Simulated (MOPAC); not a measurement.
Job for MOPAC: AM1 on H2OSSn (SMILES [OH][Sn][SH]), a point of a torsion scan.

```
AM1 1SCF PRECISE CHARGE=0 THREADS=1
H2OSSn

O     -1.37247827 1     0.37691054 1    -0.26958295 1
Sn    -0.52945561 1    -1.20456661 1    -1.18226408 1
S     -0.64622677 1    -2.83810813 1     0.66396783 1
H     -2.01601383 1     0.56987104 1     0.40753585 1
H     -1.13963802 1    -1.99997400 1     1.56087407 1
```

It printed:

```
*******************************************************************************
 **                                                                           **
 **                              MOPAC v23.2.5                                **
 **                                                                           **
 *******************************************************************************
 ** MOPAC's Digital Object Identifier: https://doi.org/10.5281/zenodo.6511958 **
 **                                                                           **
 ** Please cite the open-source release paper for use of this MOPAC version:  **
 ** J. E. Moussa and J. J. P. Stewart (2026)                                  **
 ** MOPAC: An open-source semiempirical molecular orbital program             **
 ** J. Open Source Softw., 11(119), 8025, https://doi.org/10.21105/joss.08025 **
 *******************************************************************************

                              AM1 CALCULATION RESULTS

 *******************************************************************************
 *  AM1        - The AM1 Hamiltonian to be used
 *
 *
 *
 *                 CHARGE ON SYSTEM = 0
 *
 *
 *
 *  PRECISE    - TIGHTER CRITERIA TO BE USED
 *  1SCF       - DO 1 SCF AND THEN STOP
 *  THREADS=1  - MULTI-THREADING NOT USED
 *  T=         - A TIME OF 172800.0 SECONDS REQUESTED
 *  DUMP=N     - RESTART FILE WRITTEN EVERY 7200.0 SECONDS REQUESTED
 *******************************************************************************
AM1 1SCF PRECISE CHARGE=0 THREADS=1
 H2OSSn

   ATOM   CHEMICAL          X               Y               Z
  NUMBER   SYMBOL      (ANGSTROMS)     (ANGSTROMS)     (ANGSTROMS)

     1       O         -1.37247827  *   0.37691054  *  -0.26958295  *
     2      Sn         -0.52945561  *  -1.20456661  *  -1.18226408  *
     3       S         -0.64622677  *  -2.83810813  *   0.66396783  *
     4       H         -2.01601383  *   0.56987104  *   0.40753585  *
     5       H         -1.13963802  *  -1.99997400  *   1.56087407  *



          CARTESIAN COORDINATES

    NO.       ATOM           X           Y           Z

     1         O         -1.3725      0.3769     -0.2696
     2        Sn         -0.5295     -1.2046     -1.1823
     3         S         -0.6462     -2.8381      0.6640
     4         H         -2.0160      0.5699      0.4075
     5         H         -1.1396     -2.0000      1.5609

  H: (AM1): M.J.S. DEWAR ET AL, J. AM. CHEM. SOC. 107 3902-3909 (1985)
  O: (AM1): M.J.S. DEWAR ET AL, J. AM. CHEM. SOC. 107 3902-3909 (1985)
  S: (AM1): M.J.S. DEWAR, Y-C YUAN, INORGANIC CHEMISTRY, 29, 3881:3890,  (1990)
 Sn: (AM1): J. J. P. STEWART, J. MOL. MOD., 10, 155-164 (2004)

           Empirical Formula: H2 O Sn S  =     5 atoms



      MOLECULAR POINT GROUP   :   C1


      RHF CALCULATION, NO. OF DOUBLY OCCUPIED LEVELS = 9


 -------------------------------------------------------------------------------
 AM1 1SCF PRECISE CHARGE=0 THREADS=1
 H2OSSn



     1SCF WAS SPECIFIED, SO BFGS WAS NOT USED
     SCF FIELD WAS ACHIEVED


                              AM1 CALCULATION
                                                       MOPAC v23.2.5 Linux




          FINAL HEAT OF FORMATION =        -42.27342 KCAL/MOL =    -176.87200 KJ/MOL


          COSMO AREA              =        118.57 SQUARE ANGSTROMS
          COSMO VOLUME            =        109.61 CUBIC ANGSTROMS

          IONIZATION POTENTIAL    =          8.742231 EV
          HOMO LUMO ENERGIES (EV) =         -8.742 -0.554
          NO. OF FILLED LEVELS    =          9
          MOLECULAR WEIGHT        =        168.7652         POINT GROUP:  C1

          MOLECULAR DIMENSIONS (Angstroms)

            Atom       Atom       Distance
            H     4    S     3     3.68190
           Sn     2    H     5     2.83539
            O     1    S     3     0.28582


          SCF CALCULATIONS        =          1





   ATOM   CHEMICAL          X               Y               Z
  NUMBER   SYMBOL      (ANGSTROMS)     (ANGSTROMS)     (ANGSTROMS)

     1       O         -1.37247827  *   0.37691054  *  -0.26958295  *
     2      Sn         -0.52945561  *  -1.20456661  *  -1.18226408  *
     3       S         -0.64622677  *  -2.83810813  *   0.66396783  *
     4       H         -2.01601383  *   0.56987104  *   0.40753585  *
     5       H         -1.13963802  *  -1.99997400  *   1.56087407  *

                             CARTESIAN COORDINATES

   1    O       -1.372478270     0.376910540    -0.269582950
   2   Sn       -0.529455610    -1.204566610    -1.182264080
   3    S       -0.646226770    -2.838108130     0.663967830
   4    H       -2.016013830     0.569871040     0.407535850
   5    H       -1.139638020    -1.999974000     1.560874070


           Empirical Formula: H2 O Sn S  =     5 atoms



      MOLECULAR POINT GROUP   :   C1


                  EIGENVALUES
 -34.52598 -18.56147 -16.96544 -14.01420 -12.39870 -11.67683 -10.71043  -9.27853
  -8.74223  -0.55420  -0.29904   0.71624   2.19695   6.79675


              NET ATOMIC CHARGES AND DIPOLE CONTRIBUTIONS

  ATOM NO.   TYPE          CHARGE      No. of ELECS.   s-Pop       p-Pop
    1          O          -0.801910        6.8019     1.82301     4.97890
    2         Sn           1.080555        2.9194     1.93692     0.98253
    3          S          -0.599726        6.5997     1.91203     4.68770
    4          H           0.220354        0.7796     0.77965
    5          H           0.100726        0.8993     0.89927
 DIPOLE           X         Y         Z       TOTAL
 POINT-CHG.     1.715     0.107    -5.824     6.072
 HYBRID        -1.974     1.918     3.241     4.252
 SUM           -0.259     2.025    -2.583     3.292


          ATOMIC ORBITAL ELECTRON POPULATIONS

     Atom    s        px        py        pz
    1  O   1.82301   1.59731   1.80260   1.57898
    2 Sn   1.93692   0.27163   0.26970   0.44120
    3  S   1.91203   1.77771   1.46309   1.44690
    4  H   0.77965
    5  H   0.89927

 **********************
 *                    *
 * JOB ENDED NORMALLY *
 *                    *
 **********************




 == MOPAC DONE ==
```

The run finished.

Cost: around 0.020 core-seconds (rough).
